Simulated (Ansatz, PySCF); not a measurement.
Gas-phase reaction in SMILES: CN(C)C [N,N-dimethylmethanamine] → [CH2]N(C)C + H atom (the C-H bond at the site shown breaks; other sites are not compared here)
Structures are relaxed separately at B3LYP-D3(BJ)/def2-TZVP in Ansatz (an electronic-structure program), one conformer each, not searched for the lowest. Frequencies are from Ansatz or PySCF.

Wanted: bond dissociation energy (enthalpy at 298 K, with B3LYP-D3(BJ) rigid-rotor harmonic-oscillator terms), in kJ/mol. Valence correlation only, unless marked. UHF or UKS for open shells. Spin-orbit coupling is left out. Non-relativistic. Basis-set limits of correlation are two-point, X^-3; Hartree-Fock from the larger set. The bracket is a focal-point correction in the basis named.

```csv
level,program,bond dissociation energy (kJ/mol)
SVWN5/def2-TZVPD,Ansatz,402.5
BLYP/def2-TZVPD,Ansatz,___
B3LYP/def2-TZVPD,Ansatz,369.7
PBE0/def2-TZVP,Ansatz,___
BHLYP-D4/def2-TZVPD,Ansatz + dftd4,373.5
BHLYP/def2-TZVPD,Ansatz,371.9
r2SCANh-D4/def2-TZVPD,Ansatz + dftd4,___
HSE06/def2-TZVPD,Ansatz,___
wB97X-V/def2-TZVPD,Ansatz,380.5
B2PLYP/def2-TZVPD,Ansatz,373.2
CCSD/cc-pVDZ,Ansatz,376.9
"RI-MP2/CBS(cc-pVTZ,cc-pVQZ)+[CCSD(T)-MP2]/cc-pVDZ",Ansatz,393.7
```

**Question.** Complete the blanks.

**Answer.** 
- BLYP/def2-TZVPD, bond dissociation energy (kJ/mol): 359.3
- PBE0/def2-TZVP, bond dissociation energy (kJ/mol): 367.2
- r2SCANh-D4/def2-TZVPD, bond dissociation energy (kJ/mol): 366.2
- HSE06/def2-TZVPD, bond dissociation energy (kJ/mol): 366.8
